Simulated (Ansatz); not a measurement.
```yaml
crystal:
  periodic: [false, false, false]
  atoms:
    - {symbol: F, position_ang: [-2.041468, -0.760840, -0.583232]}
    - {symbol: Si, position_ang: [-0.786076, -0.858240, 0.403325]}
    - {symbol: Si, position_ang: [0.800402, 0.723966, -0.287096]}
    - {symbol: F, position_ang: [2.062603, 0.651244, 0.675972]}
    - {symbol: Cl, position_ang: [1.449663, 0.355473, -2.179278]}
    - {symbol: Cl, position_ang: [0.061073, 2.616421, -0.188660]}
    - {symbol: H, position_ang: [-1.237908, -0.560524, 1.783934]}
    - {symbol: H, position_ang: [-0.215889, -2.224501, 0.319135]}
basis:
  gaussian: {orbitals: 6-31G}
total_charge: -1
magnetization: {spin_polarized: true, initial_magnetization: 1}
hamiltonian: {xc: {name: rPW86-PBE}, dispersion: rvv10, pseudopotentials: {relativity: none}}
output: {forces: true}
```

```sh
$ ansatz run in.yaml --threads 4 --pin off --events-out ev --progress --plain --max-ram 10444MiB
```

Shortened log:

```
Functional definition: rPW86-PBE+rVV10
774 factors; integrals over basis functions are off by at most 1.7e-4 eV
mean field evaluation 1: about -46299.8972 eV, gradient 1.6e1 eV
mean field evaluation 2: about -46296.6613 eV, gradient 2.8e1 eV
mean field evaluation 4: about -46301.6723 eV, gradient 1.7e0 eV
mean field evaluation 8: about -46301.6861 eV, gradient 7.2e-2 eV
mean field evaluation 16: about -46301.6861 eV, gradient 2.5e-5 eV
mean field -46301.68614934 eV, -1701.5555815780 hartree, gradient 2.5e-5 eV, S^2 0.751042; 2 other end points of the search recorded, 0 dependent functions left out
reference -46301.68626997 eV, -1701.5555860111 hartree; 42, 41 occupied and 32, 33 virtual orbitals, 774 factors
Total energy: -46301.68626997 eV, -1701.5555860111 hartree
Atom 0 at    -2.041468    -0.760840    -0.583232 Å, force    -4.080156     0.324575    -3.215549 eV/Å
Atom 1 at    -0.786076    -0.858240     0.403325 Å, force     4.825858     0.197478     3.142817 eV/Å
Atom 2 at     0.800402     0.723966    -0.287096 Å, force    -5.953086    -3.941659     0.324467 eV/Å
Atom 3 at     2.062603     0.651244     0.675972 Å, force     4.439260     0.403620     2.638168 eV/Å
Atom 4 at     1.449663     0.355473    -2.179278 Å, force     2.163830    -0.686154    -3.840722 eV/Å
Atom 5 at     0.061073     2.616421    -0.188660 Å, force    -0.915956     4.328285     0.574273 eV/Å
Atom 6 at    -1.237908    -0.560524     1.783934 Å, force    -0.487733     0.090492     0.543536 eV/Å
Atom 7 at    -0.215889    -2.224501     0.319135 Å, force     0.007983    -0.716635    -0.166989 eV/Å
Dipole moment:     0.359286     0.252235    -0.035846 e Å
```

Hardware: 4 threads of an AMD EPYC 7B13 on a shared host. Wall time 5.5 s, peak host memory 0.52 GiB.
